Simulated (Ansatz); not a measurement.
Geometry optimisation, RKS PBE0/cc-pVDZ in Ansatz.

Input:

```yaml
crystal:
  periodic: [false, false, false]
  atoms:
    - { symbol: B, position_ang: [-0.736644, 0.992407, 0.304924] }
    - { symbol: "N", position_ang: [0.495526, 1.803313, 0.446466] }
    - { symbol: O, position_ang: [-1.443027, 0.892462, -0.870736] }
    - { symbol: O, position_ang: [-1.1989, 0.340409, 1.416541] }
    - { symbol: H, position_ang: [1.012962, -0.403527, -0.095518] }
    - { symbol: Si, position_ang: [0.779296, -1.80804, -0.375252] }
    - { symbol: H, position_ang: [1.031455, 1.707374, 1.297656] }
    - { symbol: H, position_ang: [1.064056, 2.04984, -0.349207] }
    - { symbol: H, position_ang: [-1.069712, 1.436077, -1.571003] }
    - { symbol: H, position_ang: [-2.052735, -0.068046, 1.235382] }
    - { symbol: H, position_ang: [1.274789, -2.644554, 0.764565] }
    - { symbol: H, position_ang: [-0.675489, -2.086253, -0.585782] }
    - { symbol: H, position_ang: [1.518523, -2.211363, -1.617936] }
basis:
  gaussian: { orbitals: cc-pVDZ }
hamiltonian:
  xc: pbe0
relax:
  f_tol: 0.03
  max_steps: 50
```

Launched with:

```bash
$ ansatz run input.yaml --threads 2 --pin off --max-ram 3072MiB --backend cpu --events-out ev --progress --plain --runs-dir out
```

**Question.** Where does it end, and by what steps?

**Answer.** The forces met the threshold. The force dipped under the threshold on the way, but the program's further checks kept it going. After 28 steps the energy has fallen by 0.264 eV; H9 moved furthest, 1.57 Å.

```csv
step,energy less start (eV),largest force component (eV/Å),accepted
0,0.0000,1.836,yes
1,-0.1677,0.901,yes
2,-0.1691,0.693,yes
3,-0.2012,0.148,yes
4,-0.2042,0.117,yes
5,-0.2129,0.184,yes
6,-0.2206,0.078,yes
7,-0.2224,0.058,yes
8,-0.2201,0.611,no
9,-0.2279,0.071,yes
10,-0.2329,0.155,yes
11,-0.2347,0.288,yes
12,-0.2422,0.143,yes
13,-0.2406,0.557,no
14,-0.2468,0.048,yes
15,-0.2502,0.058,yes
16,-0.2496,0.337,no
17,-0.2524,0.070,yes
18,-0.2538,0.121,yes
19,-0.2562,0.105,yes
20,-0.2579,0.131,yes
21,-0.2598,0.133,yes
22,-0.2609,0.130,yes
23,-0.2617,0.088,yes
24,-0.2629,0.053,yes
25,-0.2635,0.024,yes
26,-0.2639,0.018,yes
27,-0.2640,0.052,yes
28,-0.2641,0.019,yes
```

```xyz
13
Properties=species:S:1:pos:R:3
B -0.810 1.238 0.226
N 0.429 1.905 0.336
O -1.917 1.750 -0.423
O -0.932 -0.011 0.800
H 1.565 -0.928 -0.600
Si 0.985 -2.274 -0.298
H 1.210 1.476 0.811
H 0.634 2.804 -0.070
H -1.761 2.619 -0.804
H -1.822 -0.351 0.656
H 0.869 -2.479 1.178
H -0.352 -2.424 -0.955
H 1.902 -3.325 -0.856
```

Whether the end is a true minimum wasn't checked by a vibrational analysis.

Run time: 100 s on 2 threads of Arm Neoverse V1, with other jobs on the host, peak memory 0.26 GiB.
